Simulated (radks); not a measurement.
Results of a calculation; reference values are marked as such.
Initial-state core-level shifts of the cadmium ion Cd+ when its valence configuration changes from [Kr] 4d10 5s1. Code: a radial shooting solver on a logarithmic mesh with Libxc functionals. Model: Dirac Kohn-Sham, LDA (Slater exchange, Perdew-Wang correlation), spin-unpolarised, spherical densities, finite nucleus; open shells are shared between the two j in proportion to 2j + 1; Fermi nuclear charge, rms radius 4.6087 fm. Shifts are changes of the shell-averaged eigenvalues in eV (positive: less bound); the change of the density at the nucleus, which sets a Mossbauer isomer shift, is in e/bohr^3, on a base of 1.588e+05.

valence               1s       3p       4s       4p  density at nucleus
4d9 5s1 5p1       -6.916   -7.065   -6.513   -6.306               +8.87
4d9 5s2           -5.361   -5.530   -4.970   -4.768              +38.58
4d8 5s1 5p2      -14.079  -14.376  -13.059  -12.608              +19.22
4d10 5p1          -1.607   -1.582   -1.609   -1.609              -27.67
4d9.5 5s1 5p0.5   -3.428   -3.502   -3.253   -3.154               +4.21
4d7 5s2 5p2      -20.162  -20.604  -18.328  -17.617              +69.74
4d7.5 5s2 5p1.5  -16.374  -16.751  -14.987  -14.414              +61.47
4d7 5s1 5p3      -21.502  -21.937  -19.638  -18.915              +30.76
4d9 5p2           -8.388   -8.519   -7.975   -7.762              -23.10
